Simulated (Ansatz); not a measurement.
**Molecular dynamics of Os12F**

input.yaml

```yaml
crystal:
  lattice:
    - [5.48, 0.0, 0.0]
    - [-4.11, 7.118729, 0.0]
    - [0.0, 0.0, 4.32646]
  atoms:
    - { symbol: Os, position: [0.0043977, 0.00867249, -0.02961184] }
    - { symbol: Os, position: [0.15471063, 0.21878214, 0.48460281] }
    - { symbol: Os, position: [0.00798333, 0.3397835, -0.0057482] }
    - { symbol: Os, position: [0.16897355, 0.56012295, 0.47950101] }
    - { symbol: Os, position: [0.00809084, 0.66524407, -0.04315633] }
    - { symbol: Os, position: [0.21934993, 0.91738004, 0.51285075] }
    - { symbol: Os, position: [0.50961822, 0.00684877, -0.00014535] }
    - { symbol: Os, position: [0.6840265, 0.2236665, 0.48245471] }
    - { symbol: Os, position: [0.49519306, 0.32808246, 0.00939493] }
    - { symbol: Os, position: [0.62960116, 0.5083333, 0.52487613] }
    - { symbol: Os, position: [0.48653421, 0.66293043, -0.039542] }
    - { symbol: Os, position: [0.64719916, 0.90628267, 0.51113477] }
    - { symbol: F, position: [0.82703902, 0.76300797, 0.37316329] }
basis:
  ecutwfc: 420.0
kpoints:
  mp_grid: { grid: [2, 2, 3] }
hamiltonian:
  xc: pbesol
scf:
  occupations: { method: fermi_dirac, width: 0.15 }
  lower_state_search: "off"
md:
  timestep: 2
  n_steps: 300
  ensemble: nvt_nose_hoover
  temperature: 900.0
  initial_velocities: maxwell_boltzmann
  seed: 216167
  nose_hoover: { tau: 100.0, chain_length: 3 }
```

Command:

```bash
$ ansatz run input.yaml --threads 2 --pin off --max-ram 5120MiB --backend cpu --events-out ev --progress --plain --runs-dir out
```

It starts from a partly relaxed structure (largest force component 0.07 eV/Å).

Output, in part (step lines):

```
md step     0: t =     0.00 fs  T =   900.0 K  F+E_penalty+E_count = -135805.17686342 eV  E_kin = 1.396008 eV  conserved = -135803.78085543 eV  (8 SCF iters)
md step     1: t =     2.00 fs  T =   892.4 K  F+E_penalty+E_count = -135805.16498216 eV  E_kin = 1.384290 eV  conserved = -135803.78069365 eV  (7 SCF iters)
md step     2: t =     4.00 fs  T =   870.0 K  F+E_penalty+E_count = -135805.12986826 eV  E_kin = 1.349456 eV  conserved = -135803.78042551 eV  (7 SCF iters)
md step     3: t =     6.00 fs  T =   835.2 K  F+E_penalty+E_count = -135805.07554595 eV  E_kin = 1.295509 eV  conserved = -135803.78009940 eV  (7 SCF iters)
md step     4: t =     8.00 fs  T =   791.4 K  F+E_penalty+E_count = -135805.00706240 eV  E_kin = 1.227489 eV  conserved = -135803.77975686 eV  (7 SCF iters)
md step     5: t =    10.00 fs  T =   741.9 K  F+E_penalty+E_count = -135804.92980324 eV  E_kin = 1.150782 eV  conserved = -135803.77943317 eV  (4 SCF iters)
md step     6: t =    12.00 fs  T =   690.2 K  F+E_penalty+E_count = -135804.84890512 eV  E_kin = 1.070529 eV  conserved = -135803.77915770 eV  (3 SCF iters)
md step     7: t =    14.00 fs  T =   639.0 K  F+E_penalty+E_count = -135804.76876818 eV  E_kin = 0.991135 eV  conserved = -135803.77895164 eV  (3 SCF iters)
[... lines left out ...]
md step   299: t =   598.00 fs  T =   827.1 K  F+E_penalty+E_count = -135803.60841896 eV  E_kin = 1.282922 eV  conserved = -135803.77789535 eV  (5 SCF iters)
md step   300: t =   600.00 fs  T =   771.8 K  F+E_penalty+E_count = -135803.53725234 eV  E_kin = 1.197120 eV  conserved = -135803.77722787 eV  (7 SCF iters)
```

The steps, from the saved trajectory:

```
time (fs)  T (K)  potential energy less start (eV)  conserved less start (meV/atom)
        0    900                             0.000                             0.00
       20    506                             0.617                             0.16
       40    199                             1.112                             0.14
       60    390                             0.850                             0.05
       80    524                             0.755                             0.19
      100    615                             0.766                             0.16
      120    608                             0.892                             0.16
      140    485                             1.174                             0.31
      160    641                             1.018                             0.27
      180    950                             0.627                             0.07
      200    705                             1.089                             0.25
      220    582                             1.350                             0.25
      240    560                             1.457                             0.23
      260    769                             1.240                             0.15
      280    879                             1.206                             0.22
      300    961                             1.224                             0.30
      320   1030                             1.236                             0.24
      340    836                             1.624                             0.33
      360    720                             1.886                             0.51
      380   1109                             1.371                             0.22
      400   1153                             1.381                             0.26
      420    798                             1.984                             0.55
      440    826                             1.978                             0.43
      460   1211                             1.420                             0.26
      480   1061                             1.676                             0.47
      500   1021                             1.718                             0.32
      520    888                             1.892                             0.34
      540   1064                             1.576                             0.29
      560   1120                             1.402                             0.30
      580    906                             1.591                             0.45
      600    772                             1.640                             0.28
```

All steps were run. The conserved energy stayed within 0.59 meV per atom of its start (net change 0.28 meV per atom), so the integration is sound. The mean temperature of the second half is 10 % above the set value. A run of 0.6 ps of so small a system gives no equilibrium averages. Limits of this set-up: coarse k mesh, odd electron count without spin, a small cell, in which the defect meets its images, a typed lattice constant that wasn't relaxed here.

Mean squared displacements from the first frame to the last, about the centre of mass: Os 0.02 Å², F 0.00 Å².

Last frame:

```xyz
13
Lattice="5.4800 0.0000 0.0000 -4.1100 7.1187 0.0000 0.0000 0.0000 4.3265" Properties=species:S:1:pos:R:3
Os 0.001 0.018 0.029
Os 0.041 1.524 2.117
Os -1.406 2.355 0.038
Os -1.475 3.870 1.960
Os -2.782 4.689 -0.275
Os -2.464 6.570 2.247
Os 2.799 0.111 -0.022
Os 2.843 1.723 2.197
Os 1.397 2.304 0.005
Os 1.191 3.620 2.190
Os 0.034 4.758 -0.193
Os -0.145 6.513 2.190
F 1.385 5.456 1.678
```

Time of the run: 12 min on 2 threads of AMD EPYC 9R14 (Zen 4) (shared host), peak memory 0.71 GiB.
